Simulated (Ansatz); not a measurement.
CH7BFGaSi, SMILES `[BH2][GaH][CH2][SiH2]F` at its PBE0-D4/def2-TZVP geometry, where that method's forces vanish. Total charge 0; spin multiplicity 1.

```xyz
12

B     1.3520    1.4319    0.6263
Ga   -0.1565    0.3519    1.5397
C    -0.9538   -0.9852    0.2493
Si   -0.3223   -0.6005   -1.4266
F     1.0186    0.3284   -1.2394
H     1.1328    2.4935    0.1186
H     2.4967    1.0916    0.6998
H    -0.7868    0.3403    2.9799
H    -0.6314   -1.9745    0.5927
H    -2.0447   -0.9589    0.3092
H     0.1569   -1.7507   -2.2317
H    -1.2617    0.2322   -2.2177
```

Q: What forces (eV/Å) does ωB97M-V/def2-TZVPP give on these atoms in the Gaussian-basis code of Ansatz? (An estimate is asked.)

A: The calculation gave: 
```
B1   0.110  0.095 -0.026
Ga2 -0.041 -0.012  0.066
C3  -0.012 -0.012  0.022
Si4 -0.170 -0.135 -0.173
F5   0.092  0.066  0.030
H6   0.030 -0.152  0.072
H7  -0.166  0.049 -0.010
H8   0.062  0.008 -0.124
H9  -0.026  0.063 -0.030
H10  0.078 -0.010 -0.012
H11 -0.064  0.134  0.094
H12  0.106 -0.094  0.090
```
